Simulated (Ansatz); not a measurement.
Reaction (ligand exchange at a B–N bond): `NB[SiH2][SeH]` + H₂S → `SB[SiH2][SeH]` + NH₃

Program: Ansatz. Geometries: PBE0-D4/def2-TZVP. ΔE: electronic, gas phase. CCSD(T)/CBS is the MP2 limit (def2-TZVPP, def2-QZVPP) plus CCSD(T) − MP2 in def2-TZVPP, frozen cores. This one scheme is used for every species. DFT in def2-TZVPP. B3LYP here is the variant with VWN-RPA as its local correlation; programs differ in this. For Se outer-core shells are correlated without core-valence functions, which leaves a few kJ/mol of doubt a bond. Scalar relativity is left out up to krypton. Each species was taken in one conformer, which may not be the lowest.

`NB[SiH2][SeH]`:

```xyz
10

N     1.362    0.722    0.973
B     0.012    0.422    0.892
Si   -0.640   -1.014   -0.357
Se   -1.834   -0.048   -2.067
H     1.728    1.455    1.559
H     2.076    0.229    0.460
H    -0.753    1.066    1.551
H    -1.628   -1.941    0.255
H     0.471   -1.841   -0.918
H    -0.794    0.950   -2.348
```

H₂S:

```xyz
3

S     0.300   -0.092   -0.534
H    -0.305    0.968    0.022
H     0.005   -0.877    0.512
```

`SB[SiH2][SeH]`:

```xyz
9

S    -0.089    1.697   -1.172
B    -0.145   -0.061   -1.094
Si   -0.165   -0.932    0.716
Se   -0.035    0.561    2.447
H    -0.075    1.861   -2.509
H    -0.168   -0.702   -2.100
H     0.921   -1.947    0.810
H    -1.461   -1.627    0.947
H     1.217    1.151    1.954
```

NH₃:

```xyz
4

N     0.124   -0.148    0.205
H    -0.600   -0.682   -0.260
H    -0.311    0.695    0.560
H     0.787    0.135   -0.505
```

```
             level  ΔE (kcal/mol)  difference from CCSD(T)/CBS
            PBE-D4            8.9                         -0.5
         r2SCAN-D4            9.4                          0.0
           PBE0-D4            9.4                          0.0
           ωB97X-V           10.6                          1.2
           ωB97M-V           10.8                          1.4
            B2PLYP           10.9                          1.5
               PBE            9.7                          0.3
             B3LYP           11.9                          2.5
     HF/def2-TZVPP           12.9                          3.5
    MP2/def2-TZVPP            9.2                         -0.2
SCS-MP2/def2-TZVPP           10.3                          0.9
   CCSD/def2-TZVPP           10.8                          1.4
     HF/def2-QZVPP           13.1                          3.7
    MP2/def2-QZVPP            8.9                         -0.5
      HF/CBS(def2)           13.1                          3.7
     MP2/CBS(def2)            8.6                         -0.8
       CCSD(T)/CBS            9.4                            0
```

Largest T1 diagnostic among the species: 0.013.

The D4 term adds −1.3 kcal/mol with B3LYP and −0.7 kcal/mol with PBE0; it sums over pairs of atoms, weighted by their polarisabilities, and B3LYP, whose exchange is more repulsive, gets the larger term. In def2-TZVPP, CCSD(T) changes the Hartree–Fock value by −2.9 kcal/mol (the triples alone add −0.7 kcal/mol) and MP2 by −3.7 kcal/mol.
